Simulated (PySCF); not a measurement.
`C=C([O-])C(F)(F)C(F)(F)F`: 4 charge schemes on one density

Species: C₄H₂F₅O (charge -1).
Z-matrix (Å and degrees, GFN2-xTB geometry), rows numbered from 1:
```
C 
C   1  1.3491
O   2  1.2542  1  132.68
C   2  1.5779  1  112.75  3   179.95
F   4  1.3756  2  113.60  1   -59.25
F   4  1.3754  2  113.63  1    59.15
C   4  1.5344  2  112.58  1   179.95
F   7  1.3320  4  113.48  2    62.06
F   7  1.3605  4  110.95  2   179.97
F   7  1.3321  4  113.46  2   -62.12
H   1  1.0754  2  121.41  3  -179.96
H   1  1.0746  2  120.56  3    -0.02
```

Density: PBE0/pcSseg-1 (PySCF); schemes: Mulliken, IAO, Hirshfeld and ESP-fitted. The structure is a single GFN2-xTB conformer in the gas phase; no vibrational or solvent corrections. The pcSseg-1 basis has no diffuse functions, a weakness for an anion.

Q: Which atoms carry the lowest charge in the Mulliken, IAO, Hirshfeld and ESP-fitted schemes?

A: The schemes don't all agree: Mulliken O3 (-0.571); IAO O3 (-0.659); Hirshfeld O3 (-0.434); ESP-fitted C1 (-1.145).

Q: At which atom do the 4 schemes differ most?

A: At C1: from -1.145 (ESP-fitted) to -0.290 e (Hirshfeld), 0.855 e apart.

Q: What partial charge does each atom carry?

A: In e:

| atom | environment | Mulliken | IAO | Hirshfeld | ESP-fitted |
| --- | --- | --- | --- | --- | --- |
| C1 | carbon bonded to C and 2 H | -0.354 | -0.590 | -0.290 | -1.145 |
| C2 | vinylic carbon bearing oxygen | +0.172 | +0.236 | -0.009 | +0.640 |
| O3 | enolate oxygen | -0.571 | -0.659 | -0.434 | -0.687 |
| C4 | CF2 carbon | +0.315 | +0.469 | +0.139 | +0.100 |
| F5 | fluorine of a CF2 group | -0.323 | -0.312 | -0.132 | -0.184 |
| F6 | fluorine of a CF2 group | -0.322 | -0.312 | -0.132 | -0.183 |
| C7 | CF3 carbon | +0.821 | +0.789 | +0.229 | +0.498 |
| F8 | fluorine of a CF3 group | -0.267 | -0.270 | -0.100 | -0.176 |
| F9 | fluorine of a CF3 group | -0.309 | -0.309 | -0.139 | -0.213 |
| F10 | fluorine of a CF3 group | -0.267 | -0.270 | -0.100 | -0.176 |
| H11 | hydrogen on C1 | +0.060 | +0.112 | -0.019 | +0.262 |
| H12 | hydrogen on C1 | +0.044 | +0.117 | -0.012 | +0.266 |

Mean size of the charges over all atoms: ESP-fitted 0.377 e, IAO 0.370 e, Mulliken 0.319 e, Hirshfeld 0.145 e. Each set sums to the total charge, -1, to within 0.001 e. The ESP scheme is a least-squares fit of atom-centred charges to the potential on four shells outside the van der Waals surface, with the total charge fixed.

Q: How many electrons does the Hirshfeld scheme count on O3?

A: Z − q = 8 − (-0.434) = 8.434.

Q: Sum the charges by element, for elements with more than one atom.

A: 
```
element  atoms  Mulliken     IAO  Hirshfeld  ESP-fitted
      C      4    +0.955  +0.904     +0.069      +0.093
      F      5    -1.488  -1.474     -0.604      -0.932
      H      2    +0.104  +0.228     -0.031      +0.527
```

Q: How closely do the schemes follow one another over all atoms?

A: Correlation coefficient and root-mean-square difference: Mulliken with IAO 0.98, 0.091 e; IAO with Hirshfeld 0.95, 0.259 e; Mulliken with Hirshfeld 0.92, 0.224 e; IAO with ESP-fitted 0.84, 0.258 e; Hirshfeld with ESP-fitted 0.82, 0.350 e; Mulliken with ESP-fitted 0.75, 0.311 e.
